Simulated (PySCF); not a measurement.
C₃H₉O₂Si (SMILES CCO[SiH](C)[O]), doublet, at a GFN2-xTB geometry; PySCF with DF-B3LYP/cc-pVDZ.

PySCF was given this input:
```python
from pyscf import gto, scf, dft

mol = gto.Mole()
mol.atom = '''
    C     2.473171   -0.078573    0.063473
    C     1.511809    0.845033   -0.669590
    O     0.280045    0.943463   -0.033961
    Si   -0.732834   -0.235375    0.476234
    C    -2.374547    0.326521   -0.514319
    O    -0.503641   -1.730024    0.286944
    H     2.049501   -1.077219    0.115895
    H     3.426061   -0.113492   -0.456927
    H     2.629954    0.282159    1.077042
    H     1.360526    0.471023   -1.691243
    H     1.922295    1.860645   -0.733876
    H    -1.119107    0.411723    1.741291
    H    -3.193477   -0.186981   -0.040070
    H    -2.222879   -0.016217   -1.524965
    H    -2.467028    1.398210   -0.455677
'''
mol.basis = 'cc-pvdz'
mol.charge = 0
mol.spin = 1
mol.verbose = 4
mol.build()

mf = dft.UKS(mol)
mf.xc = 'b3lyp'
mf = mf.density_fit(auxbasis='def2-universal-jkfit')
mf.kernel()
mf.analyze()
```

Predict the main parts of the log of this PySCF run.


```
PySCF version 2.14.0

[INPUT] verbose = 4
[INPUT] num. atoms = 15
[INPUT] num. electrons = 57
[INPUT] charge = 0
[INPUT] spin (= nelec alpha-beta = 2S) = 1
[INPUT] symmetry False subgroup None
[INPUT] Mole.unit = angstrom
[INPUT] Symbol           X                Y                Z      unit          X                Y                Z       unit  Magmom
[...]
nuclear repulsion = 319.868920229797
number of shells = 57
number of NR pGTOs = 234
number of NR cGTOs = 133
basis = cc-pvdz
ecp = {}

******** <class 'pyscf.df.df_jk.DFUKS'> ********
method = DFUKS
initial guess = minao
damping factor = 0
level_shift factor = 0
DIIS = <class 'pyscf.scf.diis.CDIIS'>
diis_start_cycle = 1
diis_space = 8
diis_damp = 0
SCF conv_tol = 1e-09
SCF conv_tol_grad = None
SCF max_cycles = 50
direct_scf = False
number electrons alpha = 29  beta = 28
XC library pyscf.dft.libxc version 7.1.2
    S. Lehtola, C. Steigemann, M. J. T. Oliveira, and M. A. L. Marques,  SoftwareX 7, 1–5 (2018)
XC functionals = b3lyp
    P. J. Stephens, F. J. Devlin, C. F. Chabalowski, and M. J. Frisch,  J. Phys. Chem. 98, 11623 (1994)
radial grids:
    Treutler-Ahlrichs [JCP 102, 346 (1995); DOI:10.1063/1.469408] (M4) radial grids

becke partition: Becke, JCP 88, 2547 (1988); DOI:10.1063/1.454033
pruning grids: <function nwchem_prune>
grids dens level: 3
symmetrized grids: False
atomic radii adjust function: <function treutler_atomic_radii_adjust>
small_rho_cutoff = 0
Set gradient conv threshold to 3.16228e-05
tot grids = 177976
******** <class 'pyscf.df.df.DF'> ********
auxbasis = def2-universal-jkfit
init E= -560.159386847455

cycle= 1 E= -559.3621391261  delta_E= 0.797  |g|= 0.833  |ddm|=  2.4
cycle= 2 E= -557.453403296122  delta_E= 1.91  |g|= 2.04  |ddm|=  3.1
cycle= 3 E= -559.534745246172  delta_E= -2.08  |g|= 0.526  |ddm|= 2.81
cycle= 4 E= -559.628866447158  delta_E= -0.0941  |g|= 0.325  |ddm|= 0.693
cycle= 5 E= -559.662854792055  delta_E= -0.034  |g|= 0.135  |ddm|= 0.188
cycle= 6 E= -559.669417492293  delta_E= -0.00656  |g|= 0.0762  |ddm|= 0.076
cycle= 7 E= -559.671965539104  delta_E= -0.00255  |g|= 0.0232  |ddm|= 0.0651
cycle= 8 E= -559.672223983008  delta_E= -0.000258  |g|= 0.00796  |ddm|= 0.0241
cycle= 9 E= -559.672257024975  delta_E= -3.3e-05  |g|= 0.0041  |ddm|= 0.0101
cycle= 10 E= -559.672266500078  delta_E= -9.48e-06  |g|= 0.00164  |ddm|= 0.00502
cycle= 11 E= -559.672268593395  delta_E= -2.09e-06  |g|= 0.000313  |ddm|= 0.00342
cycle= 12 E= -559.672268822434  delta_E= -2.29e-07  |g|= 0.00016  |ddm|= 0.00104
cycle= 13 E= -559.672268967409  delta_E= -1.45e-07  |g|= 0.00011  |ddm|= 0.000914
cycle= 14 E= -559.672269049736  delta_E= -8.23e-08  |g|= 7.57e-05  |ddm|= 0.000821
cycle= 15 E= -559.672269084002  delta_E= -3.43e-08  |g|= 3.37e-05  |ddm|= 0.000649
cycle= 16 E= -559.672269089856  delta_E= -5.85e-09  |g|= 2.01e-05  |ddm|= 0.000273
cycle= 17 E= -559.672269090918  delta_E= -1.06e-09  |g|= 1.32e-05  |ddm|= 0.000138
cycle= 18 E= -559.672269091041  delta_E= -1.23e-10  |g|= 3.92e-06  |ddm|= 3.49e-05
Extra cycle  E= -559.67226909104  delta_E= 1.71e-12  |g|= 5.25e-06  |ddm|= 7.91e-06
converged SCF energy = -559.67226909104  <S^2> = 0.75971864  2S+1 = 2.0096951
**** SCF Summaries ****
Total Energy =                        -559.672269091039652
Nuclear Repulsion Energy =             319.868920229797141
One-electron Energy =                -1404.057371699474970
Two-electron Energy =                  524.516182378638177
Two-electron Coulomb Energy =          582.417763329604099
DFT Exchange-Correlation Energy =      -57.901580950965922
**** MO energy ****
                             alpha | beta                alpha | beta
[...]
To work with the spin densities directly, `use mulliken_meta_spin()` only printing them here.

 ** Mulliken spin pop alpha/beta on meta-lowdin orthogonal AOs **
 ** Mulliken Spin Density (per AO)  **
spin_pop of  0 C 1s       -0.00000
spin_pop of  0 C 2s        0.00098
spin_pop of  0 C 3s        0.00000
spin_pop of  0 C 2px       0.00216
[...]
spin_pop of  4 C 3dyz      0.00008
spin_pop of  4 C 3dz^2    -0.00005
spin_pop of  4 C 3dxz      0.00034
spin_pop of  4 C 3dx2-y2    0.00016
spin_pop of  5 O 1s       -0.00000
spin_pop of  5 O 2s        0.00604
spin_pop of  5 O 3s       -0.00013
spin_pop of  5 O 2px       0.21406
spin_pop of  5 O 2py       0.01342
spin_pop of  5 O 2pz       0.29250
spin_pop of  5 O 3px      -0.00013
spin_pop of  5 O 3py      -0.00011
spin_pop of  5 O 3pz       0.00004
spin_pop of  5 O 3dxy      0.00021
spin_pop of  5 O 3dyz      0.00025
spin_pop of  5 O 3dz^2    -0.00002
spin_pop of  5 O 3dxz      0.00003
spin_pop of  5 O 3dx2-y2   -0.00004
spin_pop of  6 H 1s       -0.00053
spin_pop of  6 H 2s        0.00012
spin_pop of  6 H 2px      -0.00000
spin_pop of  6 H 2py       0.00001
spin_pop of  6 H 2pz       0.00000
spin_pop of  7 H 1s        0.00108
spin_pop of  7 H 2s       -0.00000
spin_pop of  7 H 2px       0.00000
spin_pop of  7 H 2py      -0.00000
spin_pop of  7 H 2pz       0.00000
spin_pop of  8 H 1s        0.00034
spin_pop of  8 H 2s        0.00001
spin_pop of  8 H 2px      -0.00000
spin_pop of  8 H 2py      -0.00000
spin_pop of  8 H 2pz      -0.00000
spin_pop of  9 H 1s        0.00702
spin_pop of  9 H 2s        0.00005
spin_pop of  9 H 2px       0.00001
spin_pop of  9 H 2py       0.00000
spin_pop of  9 H 2pz       0.00000
spin_pop of  10 H 1s        0.00186
spin_pop of  10 H 2s        0.00001
spin_pop of  10 H 2px      -0.00000
spin_pop of  10 H 2py       0.00000
spin_pop of  10 H 2pz       0.00000
spin_pop of  11 H 1s        0.12988
spin_pop of  11 H 2s        0.00037
spin_pop of  11 H 2px       0.00013
spin_pop of  11 H 2py       0.00017
spin_pop of  11 H 2pz       0.00047
spin_pop of  12 H 1s       -0.00529
spin_pop of  12 H 2s        0.00005
spin_pop of  12 H 2px      -0.00005
spin_pop of  12 H 2py       0.00002
spin_pop of  12 H 2pz       0.00002
spin_pop of  13 H 1s       -0.00318
spin_pop of  13 H 2s        0.00015
spin_pop of  13 H 2px      -0.00001
spin_pop of  13 H 2py       0.00000
spin_pop of  13 H 2pz      -0.00005
spin_pop of  14 H 1s       -0.00106
spin_pop of  14 H 2s        0.00004
spin_pop of  14 H 2px       0.00002
spin_pop of  14 H 2py      -0.00002
spin_pop of  14 H 2pz       0.00001
 ** Mulliken Spin Density (per atom)  **
spin density of  0 C =      0.00310
spin density of  1 C =     -0.00271
spin density of  2 O =      0.06014
spin density of  3 Si =     -0.08802
spin density of  4 C =      0.36970
spin density of  5 O =      0.52613
spin density of  6 H =     -0.00040
spin density of  7 H =      0.00108
spin density of  8 H =      0.00035
spin density of  9 H =      0.00709
spin density of  10 H =      0.00187
spin density of  11 H =      0.13102
spin density of  12 H =     -0.00525
spin density of  13 H =     -0.00309
spin density of  14 H =     -0.00100
 ** Mulliken pop alpha/beta on meta-lowdin orthogonal AOs **
 ** Mulliken pop       alpha | beta **
In total            29.00000 | 28.00000
 ** Mulliken atomic charges   ( Nelec_alpha | Nelec_beta ) **
charge of  0C =     -0.30155  (     3.15232      3.14923 )
charge of  1C =      0.06058  (     2.96836      2.97107 )
charge of  2O =     -0.59884  (     4.32949      4.26935 )
charge of  3Si =      1.11108  (     6.40045      6.48847 )
charge of  4C =     -0.42520  (     3.39745      3.02775 )
charge of  5O =     -0.62259  (     4.57436      4.04823 )
charge of  6H =      0.11037  (     0.44462      0.44502 )
charge of  7H =      0.10234  (     0.44937      0.44829 )
charge of  8H =      0.09744  (     0.45145      0.45111 )
charge of  9H =      0.08497  (     0.46106      0.45397 )
charge of  10H =      0.09698  (     0.45244      0.45057 )
charge of  11H =     -0.10205  (     0.61653      0.48552 )
charge of  12H =      0.12743  (     0.43366      0.43891 )
charge of  13H =      0.12655  (     0.43518      0.43827 )
charge of  14H =      0.13249  (     0.43326      0.43426 )
Dipole moment(X, Y, Z, Debye): -0.13569,  1.92874, -0.80688
```
